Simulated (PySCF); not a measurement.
Species: C8H10 (charge -1 and doublet state).
Geometry (GFN2-xTB, Å), atoms numbered from 1 in this order:
```
atom  x, y, z in Å
C1     1.5042    1.4415   -0.9053
C2     1.4474    0.1566   -0.4016
C3     2.7065   -0.6874   -0.4257
C4     0.3198   -0.4303    0.1242
C5    -0.3434   -1.4226    0.8013
C6    -1.1053   -0.1292    0.5222
C7    -2.1120   -0.0672   -0.5210
C8    -3.2519    0.6345   -0.4764
H9     0.6326    2.0730   -0.9263
H10    2.4135    1.8378   -1.3314
H11    3.5365   -0.1644    0.0563
H12    2.5397   -1.6282    0.0962
H13    3.0089   -0.9112   -1.4530
H14   -0.6184   -2.4242    0.4933
H15   -1.3053    0.5264    1.3758
H16   -1.9105   -0.6806   -1.3956
H17   -3.9749    0.6226   -1.2796
H18   -3.4961    1.2592    0.3700
```

The hyperfine couplings belong to this conformer and change with its torsions.

As a line formula: `CC(=C)C1[C@H](C=1)[CH][CH2-]` [radical] (charge -1).

Method: UKS B3LYP, pcH-1 on C H, non-relativistic, mean-field spin-orbit, GIAO in PySCF. Whether the extra electron is bound in the gas phase wasn't checked; a finite basis holds it in any case. Couplings are sensitive to structure, and on GFN2-xTB geometries they can be far from those on DFT ones, by a factor of two or more for some ions and for spin on atoms past the first row. Stability of the SCF solution: not tested.

Match the computed a_iso(13C) values +147.1, +36.2, -19.1, -8.9, +8.9, -5.2, +3.6, -1.4 MHz with the sites C1; C2; C3; C4; C5; C6; C7; C8.

```
site  a_iso (MHz)  ρ(0) (bohr⁻³)                 position  distance from C1 (Å)  spin population  largest |T| (MHz)
  C1        +36.2        +0.0322  largest spin population                  0.00            +0.51               72.2
  C2        -19.1        -0.0170           1 bond from C1                  1.38            -0.05                2.8
  C3         -1.4        -0.0013          2 bonds from C1                  2.49             0.00                0.8
  C4         +8.9        +0.0079           1 bond from C5                  2.44            +0.17               34.0
  C5       +147.1        +0.1309         a main spin site                  3.81            +0.36               52.9
  C6         -5.2        -0.0046           1 bond from C5                  3.36            -0.02                1.4
  C7         -8.9        -0.0079          2 bonds from C5                  3.94             0.00                0.7
  C8         +3.6        +0.0032          3 bonds from C5                  4.84            +0.06                8.0
```

ρ(0) is the spin density at the nucleus and T the dipolar tensor; entries for several nuclei are means. The largest Mulliken spin populations are on C1 (+0.51), C5 (+0.36) and C4 (+0.17). Three atoms exceed +0.15. The angles at C1 add up to 360.0°, so it is planar. Main spin sites, with 60 % or more of the largest population: C1, C5; positions count bonds from the nearest.

Examples of negative spin density at the nucleus (bohr⁻³): C2 (-0.0170), C7 (-0.0079) and H10 (-0.0066).

Nuclei that the bonding pattern makes equivalent are averaged, as if the motion that swaps them (rotation, inversion, ring flip) were fast. H17 and H18 aren't averaged: C8 is flat or nearly so (angle sum 360°), and its turn about the short C8–C7 bond (1.34 Å) is taken as slow.

C7, the radical centre as drawn in `C=C(C)C1=C[C@@H]1[CH][CH2-]`, holds a spin population of 0.00 out of 1.

Hardware: one thread of an Arm Neoverse V2 (shared host). Cost: 80 s of wall time (with the writing of density and orbital grids), 0.96 GiB resident at most.
